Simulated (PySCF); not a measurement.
Species: FeH (quartet state).
SMILES with atom numbers: `[FeH:1]` (hydrogens: H2 on Fe1)

Geometry (PBE0-D3(BJ)/def2-SVP, Å), atoms numbered from 1 in this order:
```
atom  x, y, z in Å
Fe1    0.7945   -0.0065   -0.0049
H2    -0.7889    0.0091   -0.0234
```

Level of theory: PBE0-D3(BJ)/def2-SVP geometry optimisation, gas phase (PySCF).

Take the most abundant isotopes and a rigid rotor. 

(1) What are the moment of inertia and the rotational constant?

## Answers

(1) I = 2.483 u·Å², B = 505379 MHz·u·Å²/I = 203566 MHz (6.7902 cm⁻¹, or 9.770 K as hB/k). For two atoms I = μr² with μ = 0.9900 u and r = 1.5836 Å.

If the electronic state has orbital angular momentum about the axis (Π, Δ; not determined here), the simple ladder of levels BJ(J+1) doesn't apply.

Whether it is a minimum is left open (no frequencies). ⟨S²⟩ = 3.789 (exact for a quartet: 3.75). Zero-point vibration and centrifugal distortion are left out.

Hardware: an Arm Neoverse V2 with one thread, shared host. Cost: 4.0 s. That covers the optimisation of the geometry.
